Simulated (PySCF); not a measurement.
GaCl₂, SMILES [Cl][Ga][Cl], multiplicity 2.

Coordinates come from a PBE-D3(BJ)/def2-TZVP optimisation. The multiplicity is an assumed one; other spin states were not compared. The isomer is the one that the SMILES or the coordinates give; other isomers of the formula were not compared.

These are PySCF with PBE-D3(BJ)/def2-TZVP values and carry that method's errors.

Frequencies are harmonic and unscaled.

Give all harmonic wavenumbers and intensities. (An estimate is asked for; the answer gives what the named calculation found.)


```csv
mode,ν (cm⁻¹),IR (km/mol),moving atoms (share of kinetic energy)
1,106,3.4,"Cl 72 %, Ga 28 %"
2,346,18.7,"Cl 78 %, Ga 22 %"
3,396,89.1,"Cl 57 %, Ga 43 %"
```
